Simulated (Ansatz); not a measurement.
BiH2F. The state is a singlet with charge 0. Geometry PBE-D4/def2-TZVP; atoms count from 1.

```xyz
4

Bi   -0.5016   -0.2679    0.5414
H    -0.8840   -0.2558   -1.2362
H     1.0756   -1.0910    0.1664
F     0.3100    1.6147    0.5284
```

In the def2 sets Bi takes a core potential; there is no spin–orbit coupling.

(1) Estimate the Mulliken populations from the PBE0/def2-TZVP orbitals of Ansatz.

(2) And the Mayer bond orders between heavy atoms (over 0.3)?

Results:

(1) 
| atom | charge (e) |
| --- | --- |
| Bi1 | 0.61 |
| H2 | -0.05 |
| H3 | -0.05 |
| F4 | -0.50 |
Mulliken values depend strongly on the basis.

(2) Bi1–F4 0.78 (2.05 Å).
